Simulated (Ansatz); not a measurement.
A run on B₂FH₃O, SMILES `BOBF` with other settings.

```yaml
crystal:
  periodic: [false, false, false]
  atoms:
    - {symbol: B, position_ang: [-0.713901, 0.955384, -0.095230]}
    - {symbol: O, position_ang: [-0.347066, -0.152655, 0.454928]}
    - {symbol: B, position_ang: [0.698476, -1.117787, 0.134177]}
    - {symbol: F, position_ang: [0.755437, -2.151345, 0.751168]}
    - {symbol: H, position_ang: [-0.180291, 1.532833, -0.955206]}
    - {symbol: H, position_ang: [-1.646418, 1.629043, 0.339585]}
    - {symbol: H, position_ang: [1.527586, -0.602928, -0.570333]}
basis:
  gaussian: {orbitals: def2-mTZVP}
total_charge: 1
magnetization: {spin_polarized: true, initial_magnetization: 1}
hamiltonian: {xc: {name: PBEsol}}
output: {forces: true}
```

```sh
$ ansatz run in.yaml --threads 2 --pin off --events-out ev --progress --plain --max-ram 4352MiB
```

It prints (some lines left out):

```
Functional definition: PBEsol
775 factors; their error is unknown
mean field evaluation 1: about -6114.5477 eV, gradient 7.2e1 eV
mean field evaluation 2: about -6021.4581 eV, gradient 1.5e2 eV
mean field evaluation 4: about -6127.8525 eV, gradient 2.5e1 eV
mean field evaluation 8: about -6130.7490 eV, gradient 4.7e-1 eV
mean field evaluation 16: about -6130.7280 eV, gradient 2.1e-3 eV
mean field -6130.72798590 eV, -225.3000979253 hartree, gradient 6.6e-5 eV, S^2 0.752241; 1 other end points of the search recorded, 0 dependent functions left out
reference -6130.72802354 eV, -225.3000993085 hartree; 15, 14 occupied and 75, 76 virtual orbitals, 775 factors
Total energy: -6130.72802354 eV, -225.3000993085 hartree
Atom 0 at    -0.713901     0.955384    -0.095230 Å, force    -0.745324    -0.417653     1.377430 eV/Å
Atom 1 at    -0.347066    -0.152655     0.454928 Å, force     0.383678    -0.325023    -0.677484 eV/Å
Atom 2 at     0.698476    -1.117787     0.134177 Å, force    -0.067694     4.456093    -1.468633 eV/Å
Atom 3 at     0.755437    -2.151345     0.751168 Å, force     0.154144    -4.592891     2.340437 eV/Å
Atom 4 at    -0.180291     1.532833    -0.955206 Å, force     0.633459     0.875788    -1.271123 eV/Å
Atom 5 at    -1.646418     1.629043     0.339585 Å, force    -0.435103     0.224408     0.065660 eV/Å
Atom 6 at     1.527586    -0.602928    -0.570333 Å, force     0.076841    -0.220721    -0.366287 eV/Å
Dipole moment:    -0.259090     0.855219    -0.424880 e Å
```

It took 1.9 s on 2 threads of an Arm Neoverse V1 on a shared host, with 0.32 GiB of host memory at the peak.
